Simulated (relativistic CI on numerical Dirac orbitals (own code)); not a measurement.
**Mn²⁺ in a cubic cluster: 2p photoemission with charge transfer**

Computed with a charge-transfer multiplet model of a cubic metal-ligand cluster with up to one ligand hole, Slater and spin-orbit integrals from Dirac-Coulomb-Breit ions, Slater integrals scaled by 0.9. The ground state mixes d5 with configurations of k ligand holes L, whose averages lie at kΔ + k(k − 1)U_dd/2; a core hole lowers each added d electron by U_cd. 300 K, Lorentzian 0.6 eV and Gaussian 0.8 eV FWHM.

Atomic integrals in eV (Slater integrals scaled, ζ unscaled), ground: F2dd 9.229, F4dd 5.732, zeta_d 0.037; with the core hole: F2dd 10.932, F4dd 6.843, zeta_d 0.060, zeta_core 6.788, F2cd 6.321, G1cd 4.735, G3cd 2.690.

Cluster parameters (eV): Δ = 3.2, U_dd = 6.9, 10Dq = 0.85, 10Dq(ligand) = 0.9, V(eg) = 2.1, V(t2g) = -0.92, final-state hopping factor = 0.9.

| Case | n_d | d5 | d6L | S |
| --- | --- | --- | --- | --- |
| U_cd = 7.8 eV | 5.18 | 0.82 | 0.18 | 2.50 |
| U_cd = 8.4 eV | 5.18 | 0.82 | 0.18 | 2.50 |
| U_cd = 9.6 eV | 5.18 | 0.82 | 0.18 | 2.50 |

Weights, n_d and S are thermal averages at 300 K. Binding energies count from the first peak over 30 % of the highest in each spectrum, which can be another peak from case to case. The parameters are a model scan and need not match a compound or its usual spin state. Peaks in eV (height, largest 100):
- U_cd = 7.8 eV: 0.0 (100), 1.2 (80), 4.3 (21), 6.4 (40), 12.0 (49), 13.3 (46), 18.6 (15), 19.8 (16)
- U_cd = 8.4 eV: 0.0 (100), 1.3 (83), 4.1 (23), 6.6 (48), 7.7 (36), 12.0 (52), 13.3 (47), 18.9 (18), 20.0 (20)
- U_cd = 9.6 eV: 0.0 (100), 1.3 (91), 3.7 (26), 7.0 (63), 8.2 (48), 12.0 (56), 13.0 (52), 19.4 (25), 20.5 (30)

For the case U_cd = 7.8 eV, Δ = 3.2 eV is smaller than U_dd = 6.9 eV, the charge-transfer side of the Zaanen-Sawatzky-Allen scheme. With the core hole the configuration with one ligand hole lies at Δ − U_cd = -4.6, -5.2, -6.4 eV from the one without, in the order of the table; where this is negative the screened configuration lies lower.

With at most 1 ligand hole the space is cut while the next configuration still counts, so covalency is underestimated, and a final configuration with one more ligand hole, which can lie low, is missing from the spectra.
